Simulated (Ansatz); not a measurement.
Input for Ansatz (a first-principles code): R-CCSD(T)/aug-cc-pVTZ on CH6 (a complex).

Ansatz 0.2 input:
```yaml
crystal:
  periodic: [false, false, false]
  atoms:
    - {symbol: C, position_ang: [-0.01987932, 0.01484188, -0.13400056]}
    - {symbol: H, position_ang: [-0.04396800, 0.02985984, -1.22286511]}
    - {symbol: H, position_ang: [-1.03698600, -0.05170507, 0.25018779]}
    - {symbol: H, position_ang: [0.55369735, -0.84723041, 0.20406149]}
    - {symbol: H, position_ang: [0.44769498, 0.92846061, 0.23092090]}
    - {symbol: H, position_ang: [0.05768313, -0.04244408, 3.70773499]}
    - {symbol: H, position_ang: [0.04169572, -0.03172354, 2.96399164]}
basis:
  gaussian:
    orbitals: aug-cc-pVTZ
magnetization: {spin_polarized: false}
correlation: {method: ccsd_t, electrons: outside_noble_gas}
scf: {lower_state_search: off}
```

Program output:

```
WARN ansatz: RAYON_NUM_THREADS=2 ignored (pool sized by the plan → 2); use --threads N
Functional definition: HF
these checks for a lower state are left out or cut short: stability, starts, cluster_reference, orbital_swaps, neighbouring_geometries, increment
integrals: 0.64 GiB planned
990 factors; integrals over basis functions are off by at most 1.5e-3 eV
mean field: 0.35 GiB planned
mean field evaluation 1: about -1123.5183 eV, gradient 2.5e1 eV
mean field evaluation 2: about -1123.5182 eV, gradient 2.5e1 eV
mean field evaluation 4: about -1125.0759 eV, gradient 1.6e0 eV
mean field evaluation 8: about -1125.0898 eV, gradient 2.4e-4 eV
mean field -1125.08976972 eV, -41.3462864241 hartree, gradient 3.2e-7 eV, S^2 0.000000; 0 other end points of the search recorded, 0 dependent functions left out
1 core orbitals not correlated
reference -1125.08976972 eV, -41.3462864241 hartree; 5, 5 occupied and 178, 178 virtual orbitals, 990 factors
second order -6.35752980 eV of doubles, -0.00000000 eV of singles
coupled cluster: 1.79 GiB planned
cycle   1  -6.87971830 eV  change   -5.2e-1 eV  update   5.0e-2
cycle   2  -7.08717758 eV  change   -2.1e-1 eV  update   1.5e-2
cycle   3  -7.10683052 eV  change   -2.0e-2 eV  update   4.0e-3
cycle   4  -7.10642741 eV  change    4.0e-4 eV  update   9.3e-4
cycle   5  -7.10643478 eV  change   -7.4e-6 eV  update   2.0e-4
cycle   6  -7.10644712 eV  change   -1.2e-5 eV  update   6.1e-5
cycle   7  -7.10645169 eV  change   -4.6e-6 eV  update   1.5e-5
cycle   8  -7.10645736 eV  change   -5.7e-6 eV  update   4.2e-6
perturbative correction -0.18089410 eV, -0.0066477356 hartree
Total energy: -1132.37712118 eV, -41.6140916506 hartree
Checks for a lower state left out: stability, starts, cluster_reference, orbital_swaps, neighbouring_geometries, increment
```

Self-consistency was reached.

Cost: around 25 core-seconds (rough).
